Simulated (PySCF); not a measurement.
# How the method changes the shape and vibrations of BCl2GeH2

Calculated results; nothing here was measured. The program is PySCF 2.14.0, an open-source quantum chemistry code, run on an isolated molecule that a program drew, which may never have been made. The molecule is BCl2GeH2 (charge 0, doublet), drawn as the SMILES string `Cl[B](Cl)[GeH2]`.

The geometry was optimised and harmonic frequencies were computed with HF and MP2, all in the cc-pV(D+d)Z basis, for the commonest isotopes, with a restricted reference for singlets and an unrestricted one otherwise, and a frozen core in MP2. Germanium has the cc-pVDZ-PP basis, with a core potential (ECP10MDF) in place of its 10 inner electrons, and its 3s, 3p and 3d shells are frozen in MP2. Each result is a local minimum of its method.

Geometry at the HF minimum:
```xyz
6
BCl2GeH2, angstrom
Cl   -3.7633   -2.9983   -0.0252
B    -3.1687   -1.3506    0.1491
Cl   -3.2329   -0.5972    1.7387
Ge   -2.3045   -0.3756   -1.4390
H    -2.2627    1.1484   -1.3515
H    -2.7096   -0.8624   -2.8286
```

Lengths of the bonds as drawn, in Å (atoms numbered as above):
```
bond,HF,MP2
Cl1-B2,1.760,1.756
B2-Cl3,1.760,1.756
B2-Ge4,2.054,2.026
Ge4-H5,1.527,1.529
Ge4-H6,1.527,1.529
```

Rotational constants, in GHz:
| constant | HF | MP2 |
|---|---|---|
| A | 3.084 | 3.072 |
| B | 1.545 | 1.589 |
| C | 1.032 | 1.048 |

Harmonic frequencies in cm^-1, each column in rising order, so a row needn't be the same motion in every method:
| rank | HF | MP2 |
|---|---|---|
| 1 | 150 | 144 |
| 2 | 184 | 157 |
| 3 | 206 | 227 |
| 4 | 346 | 232 |
| 5 | 393 | 377 |
| 6 | 476 | 395 |
| 7 | 548 | ? |
| 8 | 904 | 874 |
| 9 | 934 | 908 |
| 10 | 963 | 973 |
| 11 | 2236 | 2207 |
| 12 | 2242 | 2226 |

**Estimate the missing MP2 frequency from the HF column.**

A single factor s that minimises the squared misfit of MP2 against s times HF over the other rows is sum(HF x MP2) / sum(HF^2) = 0.9828, with an rms misfit of 42 cm^-1. For rank 7 it gives 0.9828 x 548 = 539 cm^-1. The calculation gives 499 cm^-1, 40 cm^-1 below the estimate. The drawn bonds are on average 0.3 % shorter in MP2 than in HF.
